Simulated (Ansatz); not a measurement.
Cost and result for the atomization energy of `F[SiH2]/C=C\[SiH2]F` (12 atoms, 11 bonds).

```xyz
12

F    -2.188    1.034    2.132
Si   -1.525    0.167    0.954
C     0.186    0.894    0.747
C     1.161    0.540   -0.097
Si    1.028   -0.835   -1.325
F    -0.446   -1.454   -1.156
H    -1.503   -1.240    1.413
H    -2.377    0.343   -0.243
H     0.383    1.726    1.428
H     2.101    1.094   -0.065
H     2.012   -1.914   -1.067
H     1.168   -0.353   -2.721
```

The species carries charge 0 and has multiplicity 1. All single points use the PBE0-D4/def2-TZVP geometry. It is one conformer, not always the lowest. Program: Ansatz. All runs use 2 threads of an AMD EPYC 7R13 on a shared host and a share of an NVIDIA H100 80 GB. Times are those of one run each, without the atoms' runs, and a repeat can differ threefold. Electronic energies, without spin–orbit coupling; frozen cores. CCSD(T)/CBS adds CCSD(T) − MP2 in def2-TZVPP to the MP2 limit, and its time is that of the two runs behind it. T1 = 0.012; the RHF reference is unstable towards UHF. B3LYP takes the VWN-RPA correlation (the form of Gaussian; ORCA's B3LYP/G).

CCSD(T)/CBS is a level of theory with its own doubt, some kJ/mol a heavy atom from the limit and from the frozen cores, so smaller differences don't rank the functionals.

```tsv
level	functions	wall time
B3LYP-D4/def2-TZVPP (with forces)	292	2.6 s
r2SCAN-D4/def2-TZVPP (with forces)	292	2.7 s
PBE0-D4/def2-TZVPP	292	2.9 s
PBE-D4/def2-TZVPP (with forces)	292	3.1 s
B2PLYP/def2-TZVPP	292	3.2 s
ωB97M-V/def2-TZVPP (with forces)	292	3.6 s
ωB97X-V/def2-TZVPP	292	3.9 s
CCSD(T)/def2-TZVPP	292	5.5 s
MP2/def2-QZVPP	548	5.5 s
CCSD(T)/CBS(def2)	–	11 s
```

Q: What atomization energy does each give, and how far from CCSD(T)/CBS? (An estimate is asked.)

A: The calculation gave: 
| level | atomization (kJ/mol) | difference from CCSD(T)/CBS | per bond |
| --- | --- | --- | --- |
| B3LYP-D4/def2-TZVPP (with forces) | 4585.2 | -23.5 | -2.1 |
| r2SCAN-D4/def2-TZVPP (with forces) | 4601.1 | -7.6 | -0.7 |
| PBE0-D4/def2-TZVPP | 4565.6 | -43.1 | -3.9 |
| PBE-D4/def2-TZVPP (with forces) | 4633.5 | 24.8 | 2.3 |
| B2PLYP/def2-TZVPP | 4547.2 | -61.5 | -5.6 |
| ωB97M-V/def2-TZVPP (with forces) | 4604.5 | -4.2 | -0.4 |
| ωB97X-V/def2-TZVPP | 4611.1 | 2.4 | 0.2 |
| CCSD(T)/def2-TZVPP | 4485.6 | -123.1 | -11.2 |
| MP2/def2-QZVPP | 4645.6 | 36.9 | 3.4 |
| CCSD(T)/CBS(def2) | 4608.7 | 0.0 | 0.0 |

From PBE to PBE0 (25 % exact exchange), in def2-TZVPP and without D4, the atomization energy moves by −63.7 kJ/mol: exact exchange takes away binding that semilocal exchange gives to molecules. The D4 term adds +46.3 kJ/mol with B3LYP and +24.3 kJ/mol with PBE0; it sums over pairs of atoms, weighted by their polarisabilities, and B3LYP, whose exchange is more repulsive, gets the larger term. In def2-TZVPP, CCSD(T) changes the Hartree–Fock value by +1013.1 kJ/mol (the triples alone add +61.3 kJ/mol) and MP2 by +1098.6 kJ/mol; breaking electron pairs costs correlation energy, which Hartree–Fock lacks.
